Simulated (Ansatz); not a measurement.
Basis-set extrapolation for CH5BOSSi (PBE0-D4/def2-TZVP geometry, frozen core, Ansatz). Multiplicity 1, RHF reference.

|  | def2-TZVPP | def2-QZVPP |
| --- | --- | --- |
| HF | -826.838140 | -826.864590 |
| MP2 correlation | -0.800037 | -0.859506 |
| CCSD(T) correlation | -0.886354 | not run |

Energies in hartree. Use E(X) = E(∞) + A·exp(−7.88·√X) for Hartree–Fock and E(X) = E(∞) + B·X^(−2.97) for correlation, with X = 3 and 4, and add CCSD(T) minus MP2 of the smaller set to the MP2 limit.

Q: What is the CCSD(T) energy at the basis-set limit?

A: HF limit: -826.864590 + (-0.026450) × 0.13774 = -826.86823. MP2 limit: -0.859506 + (-0.059469) × 0.74074 = -0.90356. Higher-order term: -0.886354 − (-0.800037) = -0.08632. Total: -827.85811 hartree, 3.64 eV below CCSD(T)/def2-TZVPP.
